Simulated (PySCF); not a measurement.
Species: C₅H₉ClO.
SMILES with atom numbers: `[Cl:1][CH2:2][CH2:3][O:4][CH:5]1[CH2:6][CH2:7]1` (hydrogens: H8, H9 on C2; H10, H11 on C3; H12 on C5; H13, H14 on C6; H15, H16 on C7)

The same species was optimised twice, with GFN2-xTB and with PBE0-D3(BJ)/def2-SVP (PySCF), and the same property calculations (PySCF, gas phase) were run on both structures.

| coordinate | GFN2-xTB | PBE0-D3(BJ)/def2-SVP | change |
| --- | --- | --- | --- |
| O4–C5 (Å) | 1.398 | 1.386 | -0.012 |
| C2–C3 (Å) | 1.529 | 1.520 | -0.009 |
| C5–C6 (Å) | 1.493 | 1.485 | -0.008 |
| Cl1–C2 (Å) | 1.777 | 1.784 | +0.007 |
| C3–O4 (Å) | 1.406 | 1.400 | -0.006 |
| C6–C7 (Å) | 1.502 | 1.507 | +0.005 |
| C5–C7 (Å) | 1.503 | 1.503 | 0.000 |
| O4–C5–C6 (°) | 117.0 | 116.3 | -0.7 |
| C5–C7–C6 (°) | 59.6 | 59.1 | -0.5 |
| C6–C5–C7 (°) | 60.2 | 60.6 | +0.4 |
| O4–C5–C7 (°) | 120.4 | 120.1 | -0.3 |
| C2–C3–O4 (°) | 112.4 | 112.7 | +0.3 |
| C3–O4–C5 (°) | 114.8 | 114.9 | +0.1 |
| Cl1–C2–C3 (°) | 109.8 | 109.7 | -0.1 |
| C5–C6–C7 (°) | 60.3 | 60.3 | 0.0 |
| Cl1–C2–C3–O4 (°) | 177 | 177 | 0 |
| C2–C3–O4–C5 (°) | 73 | 77 | +4 |
| C3–O4–C5–C6 (°) | -166 | -166 | 0 |

Rotational constants: A = 6667, B = 874.8, C = 809.5 MHz (GFN2-xTB) against A = 6742, B = 872.6, C = 810.4 MHz (PBE0-D3(BJ)/def2-SVP). Point groups within 0.08 Å: C1 and C1.

On the GFN2-xTB structure: lowest singlet, TDDFT (eV) 6.50 [B3LYP/def2-SVPD]; lowest triplet, Tamm–Dancoff (eV) 6.23 [B3LYP/def2-SVPD]; isotropic polarisability (au) 78.4 [B3LYP/def2-SVPD]; HOMO (eV) -7.16 [B3LYP/def2-SVPD]; LUMO (eV) 0.24 [B3LYP/def2-SVPD]; dipole (D) 1.94 [B3LYP/def2-SVPD]; HOMO (eV) -7.33 [PBE0/pcSseg-1]; LUMO (eV) 0.91 [PBE0/pcSseg-1]; dipole (D) 1.90 [PBE0/pcSseg-1]; GIAO shielding of Cl1 (ppm) 906.8 [PBE0/pcSseg-1]; GIAO shielding of C2 (ppm) 140.3 [PBE0/pcSseg-1]; GIAO shielding of C3 (ppm) 110.5 [PBE0/pcSseg-1]; GIAO shielding of O4 (ppm) 268.8 [PBE0/pcSseg-1]; GIAO shielding of C5 (ppm) 130.4 [PBE0/pcSseg-1]; GIAO shielding of C6/C7 (mean) (ppm) 178.7 [PBE0/pcSseg-1].

Problem. What do these properties become on the PBE0-D3(BJ)/def2-SVP structure?

Solution. 
| property | level | on GFN2-xTB | on PBE0-D3(BJ)/def2-SVP | change |
| --- | --- | --- | --- | --- |
| lowest singlet, TDDFT (eV) | B3LYP/def2-SVPD | 6.50 | 6.48 | -0.02 |
| lowest triplet, Tamm–Dancoff (eV) | B3LYP/def2-SVPD | 6.23 | 6.21 | -0.02 |
| isotropic polarisability (au) | B3LYP/def2-SVPD | 78.4 | 79.0 | +0.6 |
| HOMO (eV) | B3LYP/def2-SVPD | -7.16 | -7.18 | -0.02 |
| LUMO (eV) | B3LYP/def2-SVPD | 0.24 | 0.20 | -0.04 |
| dipole (D) | B3LYP/def2-SVPD | 1.94 | 1.90 | -0.04 |
| energy, GFN2-xTB geometry as zero (kcal/mol) | B3LYP/def2-SVPD | 0.0 | -0.3 | -0.3 |
| HOMO (eV) | PBE0/pcSseg-1 | -7.33 | -7.35 | -0.02 |
| LUMO (eV) | PBE0/pcSseg-1 | 0.91 | 0.85 | -0.06 |
| dipole (D) | PBE0/pcSseg-1 | 1.90 | 1.86 | -0.04 |
| energy, GFN2-xTB geometry as zero (kcal/mol) | PBE0/pcSseg-1 | 0.0 | -0.2 | -0.2 |
| GIAO shielding of Cl1 (ppm) | PBE0/pcSseg-1 | 906.8 | 899.3 | -7.5 |
| GIAO shielding of C2 (ppm) | PBE0/pcSseg-1 | 140.3 | 138.8 | -1.5 |
| GIAO shielding of C3 (ppm) | PBE0/pcSseg-1 | 110.5 | 110.7 | +0.2 |
| GIAO shielding of O4 (ppm) | PBE0/pcSseg-1 | 268.8 | 270.4 | +1.6 |
| GIAO shielding of C5 (ppm) | PBE0/pcSseg-1 | 130.4 | 130.7 | +0.3 |
| GIAO shielding of C6/C7 (mean) (ppm) | PBE0/pcSseg-1 | 178.7 | 176.6 | -2.1 |

The heavy atoms differ by 0.023 Å rms after alignment. Among bonds between heavy atoms O4–C5 changes most (-0.012 Å). Changes are differences of the printed values. Neither structure is proved a minimum here.

Conformer computed: `[Cl:1][CH2:2][CH2:3][O:4][CH:5]1[CH2:6][CH2:7]1`: Cl1–C2–C3–O4 177°, C2–C3–O4–C5 77°, C3–O4–C5–C6 -166°.
